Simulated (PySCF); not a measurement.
CH7FOSi3.

```xyz
13

F     -2.6582     1.0629     0.4104
Si    -1.7381     0.1769    -0.6036
C     -0.3002    -0.5413     0.3653
O      0.4985    -1.2696    -0.6063
Si     2.0734    -0.6293    -0.5039
Si     0.9917     0.7251     1.0568
H     -1.2042     1.0801    -1.6614
H     -2.5951    -0.8875    -1.1936
H     -0.6549    -1.2254     1.1580
H      2.5384    -0.0669    -1.8069
H      3.0724    -1.6429    -0.0484
H      1.2889     0.6120     2.5155
H      0.7126     2.1517     0.7110
```

The structure is a stationary point at PBE0-D3(BJ)/def2-SVP. The structure was generated by enumeration; whether it is a known compound was not checked. The values are those of a single conformer.

Calculation: PySCF with KT2/pcSseg-1. Non-relativistic, no solvent.

Computed absolute GIAO shielding of each atom: isotropic value and principal components (ppm):
```tsv
atom	σ(iso)	σ11	σ22	σ33	span
F1	383.7	352.1	384.9	414.1	62.0
Si2	368.3	324.0	365.2	415.7	91.7
C3	116.0	58.4	95.7	193.8	135.4
O4	298.1	232.0	267.2	395.1	163.1
Si5	332.9	226.2	298.7	473.8	247.6
Si6	391.7	331.1	364.8	479.2	148.1
H7	26.1	23.7	25.1	29.5	5.9
H8	25.9	22.9	24.1	30.7	7.8
H9	25.9	23.3	24.8	29.7	6.4
H10	25.0	22.3	23.3	29.5	7.1
H11	24.9	22.0	23.3	29.4	7.5
H12	25.9	23.3	24.1	30.3	7.0
H13	26.0	23.3	25.2	29.5	6.2
```
